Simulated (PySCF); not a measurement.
Unknowns

- GFN2-xTB geometry
- shieldings: GIAO PBE0/pcSseg-1
- program: PySCF 2.14.0 with density-fitted response routines
- single conformer, non-relativistic, averaged over atoms made equivalent by symmetry, fast rotation or ring inversion, gas phase

δ = σ(ref) − σ, references computed at the same level: ¹H, ¹³C vs TMS. Splittings of carbon signals by F and P are missing where no couplings were computed. Where no couplings were computed, multiplicities follow the n + 1 count of equivalent neighbours, and m marks all less simple cases (inequivalent or close neighbours, rings, F or P nearby). Shifts are as computed. Against solution values, carbons near 30 ppm lie about +3 ppm off and those near 130 ppm about +5 ppm. Of 1211 compounds with measured shifts, 218 miss one by over three times the rms of a fit or turn the order of signals round; such compounds aren't used in these exercises.

(1) C$_{5}$H$_{10}$O$_{2}$. ¹H NMR (600 MHz, computed): δ 3.86 (s, 3H), 2.32 (t, 2H), 1.74 (m, 2H), 0.92 (t, 3H). ¹³C{¹H} NMR (computed): δ 181.2 (C), 53.2 (CH3), 40.3 (CH2), 24.5 (CH2), 15.8 (CH3). Identify the compound.

(2) C$_{8}$H$_{7}$FO. ¹H NMR (600 MHz, computed): δ 8.42 (m, 2H), 7.41 (m, 2H), 2.63 (s, 3H). ¹³C{¹H} NMR (computed): δ 198.3 (C), 176.3 (C), 137.8 (CH), 136.5 (C), 121.1 (CH), 28.4 (CH3). Give a structure.

## Answers

(1) SMILES CCCC(=O)OC. Rings plus π bonds: 1 (no ring in the answer). 5 carbon signals for 5 carbons: no two carbons are equivalent. Carbon types of the structure: 1 × C, 2 × CH2, 2 × CH3, which accounts for all hydrogens. δC 181.2: ester carbonyl carbon; lone-pair donation from the attached heteroatom keeps it upfield of a ketone carbonyl. δC 53.2: methyl carbon bonded to O; pulled downfield by the heteroatom. δC 15.8: methyl carbon; aliphatic region, no heteroatom directly attached. δH 0.92: hydrogen on a methyl carbon; far from electronegative atoms and π systems.

This is the structure that produced the data.

(2) SMILES CC(=O)c1ccc(F)cc1. Rings plus π bonds: 5 (1 ring in the answer). 6 carbon signals for 8 carbons: some carbons are equivalent by symmetry or fast rotation. Carbon types of the structure: 3 × C, 4 × CH, 1 × CH3, which accounts for all hydrogens. δC 198.3: ketone carbonyl carbon; low-lying n→π* states of the double bond to the heteroatom give a large paramagnetic term (-256 ppm). δC 176.3: aromatic carbon bearing fluorine; an ipso carbon deshielded by its heteroatom. δC 137.8, 121.1: aromatic CH. δC 136.5: substituted aromatic carbon.

The shifts were computed for this structure.
